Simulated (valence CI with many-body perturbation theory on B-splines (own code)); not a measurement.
# Kr IV: what the settings do

Level of theory: configuration interaction combined with many-body perturbation theory (CI+MBPT): five valence electrons over a frozen Dirac-Fock core [Ar] 3d10, radial functions for each j: 6 s, 6 p, 5 d, 3 f, 1 g, with the one-electron correlation potential Σ1 (screened to all orders), the two-electron term Σ2, the three-electron term Σ3, Breit, model QED; selected single and double excitations, second order for the rest, scaled by the run's own slope (own B-spline code, finite nucleus).

Against 22 measured levels this calculation errs by 174 cm⁻¹ on average and by 304 at most. Among the levels kept, up to 2000 cm⁻¹ of a level comes from second order outside the variational space, and about a tenth of that is noise between levels of different J, which matters for small intervals.

The reference run has the lowest level 4s²4p³ ⁴S°_3/2 and an ionisation energy of 50.6489 eV. Its largest variational space holds 10001 state functions.

Names give the largest LS component (configuration and term), which can be under half, so a name can repeat, a term be missing and a line seem to break the LS rules; names also repeat where a configuration has a term twice.

Changed runs:
A. highest l with Σ1, explicit Σ2 and valence Breit (higher l get mean screening factors) 3 → 1
B. size limit of the variational space 10000 → 6000
C. three-electron term on → off; logarithmic knot step 0.27 → 0.2
D. highest l in the core sums 6 → 1 (bad on purpose)

Excitation energies of the reference run in cm⁻¹, and shifts in cm⁻¹:

| Level | Reference | A | B | C | D |
| --- | --- | --- | --- | --- | --- |
| 4s²4p³ ²D°_3/2 | 17272 | +134 | +0.4 | +105 | +79 |
| 4s²4p³ ²D°_5/2 | 18919 | +166 | +13 | +95 | -21 |
| 4s²4p³ ²P°_1/2 | 31360 | -141 | -6.9 | +174 | -31 |
| 4s²4p³ ²P°_3/2 | 33679 | -103 | -2.0 | +160 | -191 |
| 4s4p⁴ ⁴P_5/2 | 118495 | -310 | +4.3 | +4.6 | -2168 |
| 4s4p⁴ ⁴P_3/2 | 122144 | -334 | -0.9 | -0.1 | -2346 |
| 4s4p⁴ ⁴P_1/2 | 123822 | -337 | -6.4 | -0.1 | -2402 |
| 4s4p⁴ ²D_3/2 | 145654 | -589 | -2.8 | +69 | -1884 |
| 4s4p⁴ ²D_5/2 | 146522 | -536 | +3.2 | +69 | -1927 |
| 4s²4p²4d ²P_3/2 | 163313 | -3584 | -11 | +35 | -1688 |
| 4s²4p²4d ²P_1/2 | 166066 | -3287 | +4.2 | +62 | -1626 |
| 4s²4p²4d ⁴F_3/2 | 172590 | -7155 | -17 | +8.2 | -2331 |
| Ionisation energy (eV) | 50.6489 | -0.0473 | -0.0020 | +0.0347 | -0.4082 |
